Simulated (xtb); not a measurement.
OZr, singlet, at a GFN2-xTB geometry (such geometries of metal compounds can be far from the true shape); GFN2-xTB (xtb).

xtb was given this input:
```
$ xtb mol.xyz --gfn 2 --etemp 1000 --json

# file mol.xyz
2

Zr    -0.00000000    -0.00000000    -0.29196683
O      0.00000000     0.00000000     1.45983413
```

Output, abridged:

```
   ID    Z sym.   atoms
    1   40 Zr     1
    2    8 O      2

           -------------------------------------------------
          |                Calculation Setup                |
           -------------------------------------------------

           -------------------------------------------------
          |                 G F N 2 - x T B                 |
           -------------------------------------------------

          ...................................................
          :                      SETUP                      :
          :.................................................:
          :  # basis functions                  14          :
          :  # atomic orbitals                  13          :
          :  # shells                            5          :
          :  # electrons                        10          :
          :  max. iterations                   250          :
          :  Hamiltonian                  GFN2-xTB          :
          :  restarted?                      false          :
          :  GBSA solvation                  false          :
          :  PC potential                    false          :
          :  electronic temp.         1000.0000000     K    :
          :  accuracy                    1.0000000          :
          :  -> integral cutoff          0.2500000E+02      :
          :  -> integral neglect         0.1000000E-07      :
          :  -> SCF convergence          0.1000000E-05 Eh   :
          :  -> wf. convergence          0.1000000E-03 e    :
          :  Broyden damping             0.4000000          :
          :  net charge                          0          :
          :  unpaired electrons                  0          :
          ...................................................

 iter      E             dE          RMSdq      gap      omega  full diag
   1     -5.2545229 -0.525452E+01  0.457E+01    0.89       0.0  T
   2     -5.4063579 -0.151835E+00  0.155E+01    1.63       1.0  T
   3     -5.5078200 -0.101462E+00  0.893E+00    1.56       1.0  T
   4     -5.3646783  0.143142E+00  0.192E+01    1.21       1.0  T
   5     -5.5067221 -0.142044E+00  0.231E+00    1.71       1.0  T
   6     -5.5083767 -0.165462E-02  0.148E+00    1.70       1.0  T
   7     -5.5090849 -0.708159E-03  0.216E-01    1.66       1.0  T
   8     -5.5090682  0.167026E-04  0.223E-01    1.65       1.0  T
   9     -5.5090885 -0.203649E-04  0.536E-02    1.66       1.3  T
[...]
         :: total energy              -5.480885227125 Eh    ::
[...]
         6        0.0001           -0.2570089              -6.9936 (LUMO)
         7        0.0001           -0.2570089              -6.9936
         8                         -0.2338585              -6.3636
         9                         -0.2338585              -6.3636
        10                         -0.1320524              -3.5933
        11                         -0.0138918              -0.3780
        12                         -0.0138918              -0.3780
        13                          0.3020910               8.2203
      -------------------------------------------------------------
                  HL-Gap            0.0609298 Eh            1.6580 eV
             Fermi-level           -0.2885724 Eh           -7.8525 eV

     #   Z          covCN         q      C6AA      α(0)
     1  40 Zr       0.702     0.524  1594.783   117.882
     2   8 O        0.702    -0.524    24.408     6.619

 Mol. C6AA /au·bohr⁶  :       1931.448053
 Mol. C8AA /au·bohr⁸  :     282987.740894
 Mol. α(0) /au        :        124.501572

Wiberg/Mayer (AO) data.
largest (>0.10) Wiberg bond orders for each atom

 ---------------------------------------------------------------------------
     #   Z sym  total        # sym  WBO       # sym  WBO       # sym  WBO
 ---------------------------------------------------------------------------
     1  40 Zr   2.348 --     2 O    2.348
     2   8 O    2.348 --     1 Zr   2.348
 ---------------------------------------------------------------------------

Topologies differ in total number of bonds
Writing topology from bond orders to xtbtopo.mol

molecular dipole:
                 x           y           z       tot (Debye)
 q only:        0.000       0.000      -1.736
   full:        0.000       0.000      -2.993       7.608
molecular quadrupole (traceless):
                xx          xy          yy          xz          yz          zz
 q only:        1.915       0.000       1.915       0.000       0.000      -3.831
  q+dip:        1.021       0.000       1.021       0.000      -0.000      -2.042
   full:        2.288       0.000       2.288       0.000      -0.000      -4.576

           -------------------------------------------------
          | TOTAL ENERGY               -5.480885227125 Eh   |
          | GRADIENT NORM               0.000109015998 Eh/α |
          | HOMO-LUMO GAP               1.657983553801 eV   |
           -------------------------------------------------

normal termination of xtb
```
